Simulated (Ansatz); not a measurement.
CH₈AlClSi₂, SMILES `[AlH2][SiH]([SiH3])CCl`. Charge 0, multiplicity 1.

Cartesian coordinates in Å:
```
Al -0.2832 2.2770 0.3587
Si -0.3714 -0.1720 0.5671
Si 1.4930 -1.5699 0.7548
C -1.0331 -0.2772 -1.2435
Cl -1.6645 1.3955 -1.6107
H 0.9796 2.8896 -0.3879
H -1.2931 3.2127 1.1490
H -1.4571 -0.7310 1.4284
H 2.0571 -1.4800 2.1288
H 2.5386 -1.1405 -0.2147
H 1.1631 -2.9959 0.4762
H -0.2594 -0.4562 -1.9887
H -1.8696 -0.9520 -1.4174
```

Question: List the harmonic frequencies (cm⁻¹, unscaled) at PBE0-D4/def2-TZVP in Ansatz. (Estimate.)

Answer: The calculation gave: 42, 86, 90, 125, 175, 252, 340, 365, 377, 456, 493, 513, 582, 610, 642, 681, 697, 755, 813, 877, 934, 941, 1110, 1179, 1429, 1903, 1916, 2179, 2205, 2215, 2222, 3106, 3179.

Question: Is this a minimum?

Answer: Yes, all 33 modes are real.

Question: Give the ideal-gas thermochemistry at 298.15 K and 1 bar (rigid rotor, harmonic oscillator; point group C1, symmetry number 1).

Answer: Zero-point energy 200.3 kJ/mol; H(298) − E = 228.5 kJ/mol; entropy 409.7 J/(mol·K), of which translation 170.4, rotation 122.0, vibration 117.4; G(298) − E = 106.3 kJ/mol. Modes under 100 cm⁻¹ are hindered rotations or soft bends, so the harmonic entropy is rough.

Question: And at 400, 500, 600, 800 and 1000 K?

Answer: 
```csv
T (K),H − E (kJ/mol),S (J/mol/K),G − E (kJ/mol)
400,245.3,458.0,62.1
500,264.1,499.9,14.2
600,284.7,537.4,-37.7
800,329.9,602.3,-151.9
1000,379.2,657.2,-278.0
```
